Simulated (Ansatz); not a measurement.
Start from `FC(F)C1CO1` and change one atom or group to get `FC(F)[C@H]1O[C@H]1F`.

Ansatz, PBE0-D4/def2-TZVP geometries, multiplicity 1. Each molecule was computed in one conformer, which needn't be the lowest.

```json
{"property": "HOMO–LUMO gap (B3LYP/def2-TZVPP) / eV", "`FC(F)C1CO1`": "9.32"}
{"property": "HOMO–LUMO gap (PBE/def2-TZVPP) / eV", "`FC(F)C1CO1`": "7.19"}
{"property": "LUMO energy (B3LYP/def2-TZVPP) / eV", "`FC(F)C1CO1`": "1.04"}
{"property": "HOMO energy (PBE/def2-TZVPP) / eV", "`FC(F)C1CO1`": "-6.80"}
{"property": "LUMO energy (PBE0/def2-TZVPP) / eV", "`FC(F)C1CO1`": "1.40"}
{"property": "ideal-gas entropy at 298 K and 1 bar (rigid rotor, harmonic PBE0-D4/def2-TZVP) / J/(mol·K)", "`FC(F)C1CO1`": "318"}
```

(1) What does the change do to each property? (Estimate.)

Results:

(1) The calculation gave: 
```
                                                                                  property  `FC(F)[C@H]1O[C@H]1F`  shift
                                                     HOMO–LUMO gap (B3LYP/def2-TZVPP) / eV                   9.79   0.47
                                                       HOMO–LUMO gap (PBE/def2-TZVPP) / eV                   7.50   0.31
                                                       LUMO energy (B3LYP/def2-TZVPP) / eV                   0.81  -0.23
                                                         HOMO energy (PBE/def2-TZVPP) / eV                  -7.49  -0.69
                                                        LUMO energy (PBE0/def2-TZVPP) / eV                   1.15  -0.25
ideal-gas entropy at 298 K and 1 bar (rigid rotor, harmonic PBE0-D4/def2-TZVP) / J/(mol·K)                    337     19
```

With PBE0 the HOMO falls by 0.67 eV and the LUMO falls by 0.25 eV, so the gap widens by about 0.42 eV. PBE moves the HOMO by -0.69 eV and ωB97M-V by -0.65 eV.

B3LYP here is the variant with VWN-RPA as its local correlation; programs differ in this.
